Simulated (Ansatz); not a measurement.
Mulliken charges of BH5OSi2 (`[SiH3][SiH]1BO1`) from r2SCAN/def2-TZVPP in Ansatz (PBE0-D4/def2-TZVP geometry).

```csv
atom,x (Å),y (Å),z (Å),charge (e)
Si1,-0.645,0.995,-1.135,0.158
Si2,0.112,-0.860,0.055,0.259
B3,0.583,-0.865,1.904,0.088
O4,1.530,-0.483,1.044,-0.279
H5,-1.967,0.665,-1.733,-0.057
H6,-0.800,2.144,-0.205,-0.056
H7,0.294,1.365,-2.228,-0.055
H8,0.398,-2.037,-0.807,-0.075
H9,0.584,-0.970,3.089,0.018
```

Question: By hand: the dipole of these point charges (1 e Å = 4.8032 D).

Answer: Σ q r = (-0.327, -0.105, 0.060) e Å, of length 0.349 e Å = 1.68 D.

Question: How does the dipole of the full density compare? (Estimate.)

Answer: Computed: (-0.182, -0.015, -0.075) e Å, 0.95 D; the point charges give 1.77 times that, at 35° from its direction.

Point charges leave out the atoms' own dipoles, such as those of lone pairs, and Mulliken's split depends on the basis, so the two needn't agree.
